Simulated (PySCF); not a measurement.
Gas-phase reaction: 2 GeH3 + c-Si3H6 ⇌ 2 H3SiGeH3 + Si

Method: PySCF energies (xtb for GFN2) plus ideal-gas RRHO corrections (1 bar). † marks an energy on the PBE0/def2-TZVP geometry and frequencies; other levels use their own. CCSD(T) freezes the core. Open shells (unrestricted): GeH3 (multiplicity 2), Si (multiplicity 3, electronic degeneracy 9); the rest are closed-shell singlets. GFN2 has no spin-polarisation term. Spin-orbit splitting is ignored; it lowers the true energy and changes the entropy of Si. Ge: all electrons, no relativistic terms. GeH3, c-Si3H6: computed as isolated molecules; such fragments, hydroxides, amides, oligomers or adducts are transient or little studied in the gas. CCSD(T) isn't extrapolated to the basis-set limit; its ΔH°(298 K) is -51.9 kJ in def2-SVP and -46.1 kJ in def2-TZVPP. The harmonic model lacks anharmonicity and excited electronic states, which grow with temperature; levels with a mode under 35 cm⁻¹ are left out. Internal rotation in H3SiGeH3 is treated as a harmonic vibration of one conformer, which makes the entropy rough.

```json
[
 {"level": "BLYP/def2-TZVP†", "ΔE electronic, kJ": "-37", "ΔH°(298 K), kJ": "-24", "ΔS°(298 K), J/K": "-13", "ΔG°(600 K), kJ": "-17"},
 {"level": "CCSD(T)/def2-TZVPP†", "ΔE electronic, kJ": "-59", "ΔH°(298 K), kJ": "-46", "ΔS°(298 K), J/K": "-13", "ΔG°(600 K), kJ": "-38"},
 {"level": "GFN2-xTB", "ΔE electronic, kJ": "-164", "ΔH°(298 K), kJ": "-140", "ΔS°(298 K), J/K": "-2", "ΔG°(600 K), kJ": "-139"},
 {"level": "HF/def2-TZVP†", "ΔE electronic, kJ": "-85", "ΔH°(298 K), kJ": "-72", "ΔS°(298 K), J/K": "-13", "ΔG°(600 K), kJ": "-64"},
 {"level": "M06-2X/def2-TZVP†", "ΔE electronic, kJ": "-4", "ΔH°(298 K), kJ": "9", "ΔS°(298 K), J/K": "-13", "ΔG°(600 K), kJ": "17"},
 {"level": "PBE0/def2-SVP†", "ΔE electronic, kJ": "-19", "ΔH°(298 K), kJ": "-6", "ΔS°(298 K), J/K": "-13", "ΔG°(600 K), kJ": "2"},
 {"level": "PBE0/def2-TZVP", "ΔE electronic, kJ": "-15", "ΔH°(298 K), kJ": "-2", "ΔS°(298 K), J/K": "-13", "ΔG°(600 K), kJ": "6"},
 {"level": "LDA/def2-TZVP†", "ΔE electronic, kJ": "7", "ΔH°(298 K), kJ": "20", "ΔS°(298 K), J/K": "-13", "ΔG°(600 K), kJ": "28"},
 {"level": "ωB97M-V/def2-TZVP†", "ΔE electronic, kJ": "-37", "ΔH°(298 K), kJ": "-24", "ΔS°(298 K), J/K": "-13", "ΔG°(600 K), kJ": "-16"},
 {"level": "ωB97X-V/def2-TZVP†", "ΔE electronic, kJ": "-34", "ΔH°(298 K), kJ": "-21", "ΔS°(298 K), J/K": "-13", "ΔG°(600 K), kJ": "-13"}
]
```
ΔH° is lowest at GFN2-xTB and highest at LDA/def2-TZVP†. No reference value is set beside these.
